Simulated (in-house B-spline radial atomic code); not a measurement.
Cr³⁺: [Ar] (3d3/2)3 (an excited or competing configuration)

Level of theory: Dirac-Hartree-Fock, average of the jj configuration, Fermi nucleus of rms radius 3.6452 fm; calculated with a radial B-spline atomic code at the basis-set limit.

Effective charges: Z_r = [3n² - l(l+1)]/(2<r>) from the radius, Z_e = n√(-2ε) from the energy, and Slater's rules. Values are occupation-weighted means over j.

```csv
shell,electrons,ε (eV),<r> (bohr),Z_r,Z_e,Slater
1s,2,-6086.2,0.06351,23.62,21.15,23.70
2s,2,-765.94,0.291,20.62,15.01,19.85
2p,6,-647.05,0.2589,19.31,13.79,19.85
3s,2,-131.87,0.888,15.20,9.34,12.75
3p,6,-96.25,0.9411,13.28,7.98,12.75
3d,3,-48.781,1.092,9.61,5.68,5.30
```

The least bound orbital is 3d3/2 at -48.78 eV, and it is also the most diffuse (<r> = 1.092 bohr).

For the 1s electron the small component carries 0.743 % of the norm, the zero-frequency Breit interaction raises the level by 6.476 eV, self-energy by 3.131 eV, and vacuum polarisation lowers it by 0.2551 eV.
